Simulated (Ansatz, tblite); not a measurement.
Forces on Sr6Te6 at its PBE0-D4/def2-SVP geometry. Charge 0, multiplicity 1.

In the def2 sets Sr, Te take a core potential; there is no spin–orbit coupling. The xTB rows come from tblite. The structure comes from a short search, and lower isomers may exist.

GFN1-xTB (tblite), largest force 0.67 eV/Å:

```xyz
12
positions Å, forces eV/Å
Sr   -1.166   -4.064   -3.377   -0.010   -0.021   -0.012
Sr    1.402    5.000   -2.055    0.005    0.010   -0.013
Sr   -0.219   -0.868    5.452    0.003    0.007    0.020
Sr    1.418    3.967    3.416    0.003    0.013    0.021
Sr    0.327    0.880   -5.449    0.002    0.008   -0.016
Sr   -1.782   -4.921    1.995   -0.003   -0.017   -0.005
Te    0.895    1.943    5.605   -0.136   -0.199   -0.591
Te    0.812    3.790   -4.767   -0.004   -0.425    0.519
Te    1.789    5.589    0.888   -0.192   -0.566   -0.100
Te   -1.326   -3.572    4.664    0.153    0.357   -0.482
Te   -0.104   -2.115   -5.434   -0.093    0.251    0.542
Te   -2.046   -5.627   -0.937    0.272    0.583    0.118
```

GFN2-xTB (tblite), largest force 0.32 eV/Å:

```
Sr 0.040 0.228 0.185
Sr -0.056 -0.288 0.131
Sr 0.000 0.034 -0.315
Sr -0.098 -0.217 -0.195
Sr -0.031 -0.053 0.303
Sr 0.129 0.282 -0.095
Te -0.009 0.000 -0.032
Te 0.015 -0.028 0.024
Te -0.006 -0.011 -0.002
Te 0.007 0.011 -0.012
Te -0.018 0.012 0.017
Te 0.027 0.031 -0.009
```

PBE-D4/def2-TZVP (Ansatz), largest force 0.03 eV/Å:

```
Sr -0.005 -0.017 -0.017
Sr 0.007 0.023 -0.008
Sr -0.001 -0.004 0.024
Sr 0.006 0.018 0.014
Sr 0.000 0.002 -0.026
Sr -0.007 -0.022 0.009
Te 0.002 -0.003 -0.002
Te -0.009 -0.001 0.003
Te 0.000 -0.004 -0.003
Te -0.001 0.002 -0.004
Te 0.012 0.001 0.007
Te -0.005 0.005 0.002
```
